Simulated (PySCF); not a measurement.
## A failing input for S³⁺

```python
from pyscf import gto, scf, cc

mol = gto.M(
    atom='S 0 0 0',
    basis='jorge-tzp-dkh',
    charge=3,
    spin=1,
    symmetry=True,
    verbose=4,
)
mf = scf.ROHF(mol)
mf = mf.sfx2c1e()
mf = mf.density_fit(auxbasis='def2-universal-jkfit')
mf.max_cycle = 2
mf.kernel()
mycc = cc.CCSD(mf, frozen=5)
mycc.kernel()
e = mycc.eaccsd(nroots=3)[0]
print('roots (eV) =', (e*27.211386).round(3))
mf.dip_moment()
print('orbital energies (hartree):', mf.mo_energy[..., max(0, mol.nelec[1]-3):mol.nelec[0]+3].round(4))
```

```bash
$ OMP_NUM_THREADS=1 python input.py
```

The log, shortened:

```
[earlier lines left out]
max_cycle = 50
direct = 0
conv_tol = 1e-07
conv_tol_normt = 1e-06
diis_space = 6
diis_start_cycle = 0
diis_start_energy_diff = 1e+09
Init t2, MP2 energy = -0.0532765500827773
Init E_corr(UCCSD) = -0.0577609084179083
cycle = 1  E_corr(UCCSD) = -0.070599960135958  dE = -0.0128390517  norm(t1,t2) = 0.0457553
cycle = 2  E_corr(UCCSD) = -0.0743818505637499  dE = -0.00378189043  norm(t1,t2) = 0.0174164
cycle = 3  E_corr(UCCSD) = -0.076684569023233  dE = -0.00230271846  norm(t1,t2) = 0.00753054
cycle = 4  E_corr(UCCSD) = -0.0766731406970138  dE = 1.14283262e-05  norm(t1,t2) = 0.000911918
cycle = 5  E_corr(UCCSD) = -0.0766797843495983  dE = -6.64365258e-06  norm(t1,t2) = 7.94157e-05
cycle = 6  E_corr(UCCSD) = -0.0766777878870029  dE = 1.9964626e-06  norm(t1,t2) = 1.01461e-05
cycle = 7  E_corr(UCCSD) = -0.0766785677357728  dE = -7.7984877e-07  norm(t1,t2) = 2.05911e-06
cycle = 8  E_corr(UCCSD) = -0.0766783352054453  dE = 2.32530327e-07  norm(t1,t2) = 6.78066e-07
cycle = 9  E_corr(UCCSD) = -0.0766783359394997  dE = -7.34054387e-10  norm(t1,t2) = 6.83106e-08
UCCSD converged
E(UCCSD) = -396.228426794826  E_corr = -0.07667833593949971

******** <class 'pyscf.cc.eom_uccsd.EOMEA'> ********
max_space = 20
max_cycle = 50
conv_tol = 1e-07
partition = None
EOM-CCSD root 0 E = -1.256139267633208  qpwt = 0.865338  conv = True
EOM-CCSD root 1 E = -1.216693197461323  qpwt = 0.811743  conv = True
EOM-CCSD root 2 E = -1.177371122599743  qpwt = 0.115698  conv = True
roots (eV) = [-34.181 -33.108 -32.038]
Dipole moment(X, Y, Z, Debye):  0.00000, -0.00000,  0.00000
orbital energies (hartree): [-8.493  -8.4891 -2.2027 -1.5283 -1.33   -1.33   -0.6472]
```

Q: Which setting is at fault, why, and what does a mended input give?

A: The cycle limit (2): the limit is below the number of cycles that the SCF needs. With this edit
```diff
- mf.max_cycle = 2
```
the run finishes: E(SCF) = -396.153429 Eh, 7 cycles, E(CCSD) − E(SCF) = -0.07566 Eh, attachment roots -34.183, -34.183, -33.109 eV.

Positive EA roots mean that the added electron is unbound. No search for the lowest solution was made.
